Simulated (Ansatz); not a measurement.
A structure relaxed at PBE-D4/def2-SVP in Ansatz, charge 0, singlet:

```
atom   x (Å)   y (Å)   z (Å)
 Ga1  -1.481  -0.762   0.308
  H2  -2.086  -0.379   1.698
  H3  -1.940  -1.694  -0.862
 Cl4  -0.818   1.301  -0.714
 Ga5   1.481   0.762  -0.308
  H6   1.941   1.694   0.862
  H7   2.085   0.379  -1.698
 Cl8   0.818  -1.300   0.715
```

Question: Give its formula, name or SMILES and point group.

Answer: (H2Ga-mu-Cl)2 (Ga₂H₄Cl₂). Point group D2h (tolerance 0.1 Å).

Question: Summarise the bond lengths by kind (pairs closer than 1.2 times the sum of covalent radii, bridged metal pairs left out).

Answer: 4 × Cl–Ga 2.40 Å; 4 × Ga–H 1.56 Å.
